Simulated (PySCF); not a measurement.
**C₆ coefficients of unlike pairs at BHandHLYP**

Calculated with PySCF 2.14 from the dipole response of each species, C₆(A,B) = (3/π) ∫ α_A(iu) α_B(iu) du, in atomic units, from isotropic polarisabilities. For ions this is the dispersion term alone; charge-induced terms of lower order in 1/R come first.

```
species           configuration                                                                             basis      relativity  α (bohr³)  C₆ (like pair)
    B²⁺           [He] 2s1 (2S)                                                              dyall-av2z (11s7p2d)            none      7.227           9.655
    Sb⁺  [Kr] 4d10 5s2 5p2 (3P)  x2c-QZVPPall with one added diffuse shell each of s, p, d, f type (14s10p8d5f1g)   spin-free X2C      24.85           205.2
      S       [Ne] 3s2 3p4 (3P)                                                           dyall-av3z (19s12p3d2f)            none      19.34           132.4
   Ag²⁺           [Kr] 4d9 (2D)              def2-QZVPPD with the def2 core potential (28 electrons) (7s5p4d4f2g)  core potential      5.748           29.24
```

Question: Estimate C₆ for Ag²⁺ with Sb⁺.

Answer: The integral gives 70.63. The combination rule 2 C_A C_B / (C_A α_B/α_A + C_B α_A/α_B) gives 69.01 and the geometric mean 77.46.

No spin-orbit coupling is included.

The other pairs:

```csv
pair,C₆
"Ag²⁺, B²⁺",13.05
"Ag²⁺, S",56.07
"S, Sb⁺",164.4
"S, B²⁺",34.15
"Sb⁺, B²⁺",42.71
```
